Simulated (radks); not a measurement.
Question: These are the eigenvalues of the occupied orbitals of an atom or ion with whole-number occupations (hartree). Calculated with a radial shooting solver on a logarithmic mesh with Libxc functionals: scalar-relativistic Kohn-Sham, PBE, spin-polarised, spherical densities, finite nucleus; Fermi nuclear charge, rms radius of each element as measured or else 0.836 A^(1/3) + 0.57 fm.

| orbital | eigenvalue |
|---|---|
| 1s up | -19.87969 |
| 2s up | -3.19875 |
| 2s down | -3.11164 |
| 3s up | -1.06915 |

Which element is it, and in what charge state? The configuration may be excited. Open shells, if any, are filled with parallel spins first.

Answer: Z = 7, nitrogen, charge +3: N3+ in 1s1 2s2 3s1. The list shows which subshells hold electrons but not how many an open one holds; the 1s level, -19.88 hartree, gives Z - s = 6.3 by -(Z - s)^2/2, which with screening and relativity narrows Z to a few neighbours, and the depths of the outer levels then fix element, charge and occupations together.
